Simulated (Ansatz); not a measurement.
`FC(F)(F)C(F)(F)C(F)(F)C(F)(F)F` → `FC(F)(F)C(F)(F)C(F)(F)F` + `F[C]F` at 400 K and 1 bar (difluorocarbene loss).

Calculated with Ansatz (gas phase, PBE0-D4/def2-TZVP geometries, no zero-point term in ΔE). CCSD(T)/CBS adds triple-zeta CCSD(T) − MP2 to the extrapolated MP2 energy (def2 sets, frozen cores). This one scheme is used for every species. One conformer a species, not always the lowest.

```tsv
species	CCSD(T)/CBS energy (Eh)	H − E (kJ/mol)	S (J/(mol·K))
`FC(F)(F)C(F)(F)C(F)(F)C(F)(F)F`	-1150.10704	199.3	516.5
`FC(F)(F)C(F)(F)C(F)(F)F`	-912.48125	154.5	452.1
`F[C]F`	-237.54028	33.0	252.5
```

H − E and S are ideal-gas, rigid-rotor, harmonic terms from PBE0-D4/def2-TZVP, for one conformer and one mirror image of each species. 1 Eh = 2625.50 kJ/mol, R = 8.31446 J/(mol·K).

Problem. By hand: ΔE, ΔH, ΔS and ΔG.

Solution. ΔE = (-912.48125) + (-237.54028) − (-1150.10704) = 0.08551 Eh = 224.5 kJ/mol. Δ(H − E) = 154.5 + 33.0 − 199.3 = -11.8, so ΔH = 212.7 kJ/mol. ΔS = 452.1 + 252.5 − 516.5 = 188.1 J/(mol·K). ΔG = 212.7 − 400 × (188.1)/1000 = 137.5 kJ/mol.

Problem. By hand: the equilibrium constant, and the temperature at which ΔG would vanish if ΔH and ΔS stayed fixed.

Solution. log₁₀ K = −ΔG/(RT ln 10) = -18.0. ΔG = 0 at ΔH/ΔS = 1131 K.

The number of gas molecules changes by +1, which sets the sign of ΔS. A doubt of 5 kJ/mol in ΔE shifts log₁₀ K by 0.7 here. Other conformers and mirror images would add mixing entropy, several J/(mol·K) or more a flexible species. Modes under 60 cm⁻¹, often nearly free rotors, make the harmonic entropy too high. These are equilibria of isolated gas molecules and say nothing of rates. Largest T1 diagnostic: 0.017 (customary marks: 0.02 for closed shells, 0.045 for open ones).
